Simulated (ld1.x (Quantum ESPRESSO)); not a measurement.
## La: excitation energies, all-electron against PAW

ld1.x (Quantum ESPRESSO) 7.5 input, shortened:

```
&input
   title='La', zed=57., rel=1, dft='PBE', iswitch=3,
   config='[Xe] 4f0 5d1 6s0.5 6p0'
 /
 &inputp
   pseudotype=3, lpaw=.true., tm=.true., lloc=-2, rcloc=3.85,
   nlcc=.true., new_core_ps=.true., rcore=1.10,
   which_augfun='PSQ', rmatch_augfun_nc=.true.
 /
8
5S  1  0   2.00   0.00  2.55  2.70  0.0
6S  2  0   0.50   0.00  2.55  2.70  0.0
5P  2  1   6.00   0.00  2.30  2.65  0.0
6P  3  1   0.00   0.00  2.30  2.65  0.0
5D  3  2   1.00   0.00  3.55  3.85  0.0
5D  3  2   0.00   0.55  3.55  3.85  0.0
4F  4  3   0.00   0.00  1.65  2.10  0.0
4F  4  3   0.00  -0.45  1.65  2.10  0.0
 &test
   configts(1)='4f0 5s2 5p6 5d1 6s0.5 6p0'
 /
```

Energies are relative to the spin-unpolarised reference configuration 4f0 5s2 5p6 5d1 6s0.5 6p0; without spin polarisation the order of configurations can differ from experiment. Not all tests gave a result: test run stopped at test 6 of 7 (negative rho).

Q: Give the all-electron excitation energy and the error of the potential for: 4f0 5s2 5p6 5d1 6s2 6p0; 4f0 5s2 5p6 5d1 6s1 6p0; 4f0 5s2 5p6 5d1 6s0 6p0; 4f0 5s2 5p6 5d1 6s1.5 6p0; 4f0 5s2 5p6 5d1 6s1 6p1.

A:

```json
{"valence configuration": "4f0 5s2 5p6 5d1 6s2 6p0", "charge": "0", "ΔE all-electron (eV)": "-10.762", "error AE − PS (meV)": "+5.2"}
{"valence configuration": "4f0 5s2 5p6 5d1 6s1 6p0", "charge": "+1", "ΔE all-electron (eV)": "-4.796", "error AE − PS (meV)": "+1.3"}
{"valence configuration": "4f0 5s2 5p6 5d1 6s0 6p0", "charge": "+2", "ΔE all-electron (eV)": "6.093", "error AE − PS (meV)": "-0.4"}
{"valence configuration": "4f0 5s2 5p6 5d1 6s1.5 6p0", "charge": "+0.5", "ΔE all-electron (eV)": "-8.362", "error AE − PS (meV)": "+3.3"}
{"valence configuration": "4f0 5s2 5p6 5d1 6s1 6p1", "charge": "0", "ΔE all-electron (eV)": "-8.384", "error AE − PS (meV)": "+1.0"}
```

Levels in the configuration 4f0 5s2 5p6 5d1 6s1.5 6p0:

```
level  all-electron (eV)  pseudo (eV)
   5s            -41.700      -41.708
   5p            -25.172      -25.170
   5d             -5.693       -5.691
   6s             -5.945       -5.948
```
